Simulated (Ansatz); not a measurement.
Reaction (formal exchange of groups at a Ge–Si bond): `[BH2][GeH2][SiH3]` + `CC(=N)F` → `[BH2][GeH2][C](C)=N` + `F[SiH3]`

Isolated molecules relaxed with PBE0-D4/def2-TZVP in Ansatz; ΔE leaves out vibrations. CCSD(T)/CBS is the MP2 limit (def2-TZVPP, def2-QZVPP) plus CCSD(T) − MP2 in def2-TZVPP, frozen cores. This one scheme is used for every species. DFT in def2-TZVPP. For Ge outer-core shells are correlated without core-valence functions, which leaves a few kJ/mol of doubt a bond. Scalar relativity is left out up to krypton. One conformer a species, not always the lowest.

CCSD(T)/CBS gives -118.8 kJ/mol.

Task: Another level gave -84.6 kJ/mol. Which?
A. B2PLYP/def2-TZVPP
B. PBE/def2-TZVPP
C. ωB97M-V/def2-TZVPP
D. MP2/def2-TZVPP

Result: B. PBE -84.6, ωB97M-V -104.0, MP2/def2-TZVPP -125.5, B2PLYP -112.1 kJ/mol.

Largest T1 diagnostic among the species: 0.014.

The D4 term adds −3.5 kJ/mol with B3LYP and −2.0 kJ/mol with PBE0; it sums over pairs of atoms, weighted by their polarisabilities, and B3LYP, whose exchange is more repulsive, gets the larger term.

B3LYP here is the variant with VWN-RPA as its local correlation; programs differ in this.
